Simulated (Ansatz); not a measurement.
Geometry optimisation, Ansatz 0.2.0, RKS LDA/def2-SVP.

The input (input.yaml):

```yaml
crystal:
  periodic: [false, false, false]
  atoms:
    - { symbol: Hf, position_ang: [0.0, 0.0, 0.0] }
    - { symbol: Cl, position_ang: [0.0, 0.0, 2.87] }
    - { symbol: Cl, position_ang: [2.3764, 0.0, -0.8392] }
    - { symbol: Cl, position_ang: [-1.1869, 2.0563, -0.8392] }
    - { symbol: Cl, position_ang: [-1.1869, -2.0563, -0.8392] }
    - { symbol: S, position_ang: [-2.7046, 0.0, 0.8987] }
    - { symbol: H, position_ang: [-3.4602, -0.8728, 0.1067] }
    - { symbol: H, position_ang: [-1.5972, 0.0, 2.2626] }
basis:
  gaussian: { orbitals: def2-SVP }
hamiltonian:
  xc: lda
relax:
  f_tol: 0.15
  max_steps: 25
  restrain:
    - { distance: [0, 5], at: 2.55, k: 30.0 }
    - { distance: [7, 1], at: 1.37, k: 30.0 }
    - { distance: [0, 1], at: 3.72, k: 30.0 }
    - { distance: [7, 5], at: 2.6, k: 30.0 }
```

Command:

```bash
$ ansatz run input.yaml --threads 4 --pin off --max-ram 5120MiB --backend cpu --events-out ev --progress --plain --runs-dir out
```

Q: Where does it end, and by what steps?

A: The run converged. The restraints hold the end off the free minimum. After 19 steps the energy has fallen by 2.402 eV (the restraints' own energy left out); Cl3 moved furthest, 1.82 Å.

```tsv
step	energy less start (eV)	largest force component (eV/Å)	accepted
0	0.0000	2.346	yes
1	0.0158	2.101	yes
2	-0.0355	2.113	yes
3	-0.6538	1.372	yes
4	-1.1549	0.889	yes
5	-1.5287	0.803	yes
6	-1.8019	0.911	yes
7	-2.0106	0.919	yes
8	-2.1396	0.890	yes
9	-2.1690	0.833	yes
10	-2.1423	1.450	no
11	-2.1861	0.740	yes
12	-2.1832	0.755	yes
13	-2.1742	1.087	yes
14	-2.2120	0.913	yes
15	-2.2238	1.181	yes
16	-2.2639	1.188	yes
17	-2.3109	1.017	yes
18	-2.3590	0.839	yes
19	-2.4024	0.802	yes
```

```xyz
8
Properties=species:S:1:pos:R:3
Hf -0.634 0.204 -0.517
Cl -0.154 -1.365 2.815
Cl 1.375 0.957 0.343
Cl -0.947 1.445 -2.432
Cl -0.695 -2.025 -1.122
S -2.574 0.779 0.985
H -3.063 -0.490 0.800
H -1.067 -0.379 2.750
```

Run time: 27 s on 4 threads of Arm Neoverse V2 (shared host), peak memory 0.21 GiB.
